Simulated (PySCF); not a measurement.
Compound: CH5NO3Si3.
Structure used (PBE0-D3(BJ)/def2-SVP), in Å, numbered top down from 1:
```xyz
13
CH5NO3Si3 angstrom
N      2.9022   -1.8748    1.1377
C      2.1258   -1.5038    0.3610
Si     0.8738   -0.8919   -0.8704
O     -0.6132   -1.3429   -0.3215
Si    -1.7543   -0.4899    0.5569
O     -1.2501    1.0934    0.5728
Si     0.0429    1.9011   -0.0878
O      0.9638    0.7536   -0.8866
H      1.1648   -1.4691   -2.1946
H     -3.0620   -0.6020   -0.1342
H     -1.8072   -1.0112    1.9446
H     -0.4301    2.8976   -1.0796
H      0.8488    2.5224    0.9915
```

Theory: core-valence-separated Tamm–Dancoff BHandHLYP/aug-pcX-1 (pcseg-1 on H, def2-SVPD on Si) in PySCF, non-relativistic, gas phase, PBE0-D3(BJ)/def2-SVP geometry. The energies are unshifted.

The lowest roots of each edge with f over 0.003 (five at most, numbered afresh; weaker and dark ones are left out), with transition dipoles (au) in the frame of the coordinates:

| root | edge | E (eV) | μx | μy | μz |
| --- | --- | --- | --- | --- | --- |
| 1 | C | 282.89 | -0.0485 | -0.0663 | 0.0166 |
| 2 | C | 282.90 | 0.0401 | -0.0441 | -0.0593 |
| 3 | C | 287.25 | -0.0295 | -0.0392 | 0.0109 |
| 4 | C | 287.49 | 0.0229 | -0.0243 | -0.0253 |
| 5 | C | 287.70 | 0.0206 | -0.0043 | 0.0416 |
| 6 | N | 396.69 | -0.0365 | 0.0436 | 0.0569 |
| 7 | N | 396.72 | 0.0473 | 0.0624 | -0.0174 |
| 8 | N | 402.95 | 0.0074 | -0.0002 | 0.0197 |
| 9 | O | 533.15 | 0.0104 | 0.0282 | -0.0038 |
| 10 | O | 533.15 | 0.0236 | -0.0053 | -0.0080 |
| 11 | O | 533.23 | 0.0208 | -0.0187 | -0.0115 |
| 12 | O | 533.83 | -0.0288 | -0.0084 | 0.0021 |
| 13 | O | 533.84 | 0.0092 | -0.0278 | 0.0079 |

**Question.** What are the oscillator strengths?

**Answer.** f = (2/3) ΔE |μ|², with ΔE in hartree (27.2114 eV):

| root | ΔE (Eh) | \|μ\|² (au) | f | core hole on |
| --- | --- | --- | --- | --- |
| 1 | 10.3961 | 0.007024 | 0.049 | C2 |
| 2 | 10.3964 | 0.007069 | 0.049 | C2 |
| 3 | 10.5564 | 0.002526 | 0.018 | C2 |
| 4 | 10.5651 | 0.001755 | 0.012 | C2 |
| 5 | 10.5727 | 0.002173 | 0.015 | C2 |
| 6 | 14.5781 | 0.006471 | 0.063 | N1 |
| 7 | 14.5793 | 0.006434 | 0.062 | N1 |
| 8 | 14.8082 | 0.000443 | 0.004 | N1 |
| 9 | 19.5928 | 0.000918 | 0.012 | O4/O8 |
| 10 | 19.5928 | 0.000649 | 0.008 | O4/O8 |
| 11 | 19.5957 | 0.000915 | 0.012 | O6 |
| 12 | 19.6180 | 0.000904 | 0.012 | O4/O8 |
| 13 | 19.6181 | 0.000920 | 0.012 | O4/O8 |

**Question.** Molecules are fixed in this frame and the field points along (0, 1, 1)/√2. What effective strengths 3 f cos²θ do the roots have (θ between field and μ)?

**Answer.** root 1 (C2): 0.026, root 2 (C2): 0.111, root 3 (C2): 0.008, root 4 (C2): 0.026, root 5 (C2): 0.015, root 6 (N1): 0.147, root 7 (N1): 0.029, root 8 (N1): 0.006, root 9 (O4/O8): 0.012, root 10 (O4/O8): 0.003, root 11 (O6): 0.018, root 12 (O4/O8): 0.001, root 13 (O4/O8): 0.008. Root 6 is the strongest. Averaged over all orientations cos²θ is 1/3, which gives f back. For degenerate partners only the sum has meaning, as the program may mix them freely.

One conformer stands for the species.
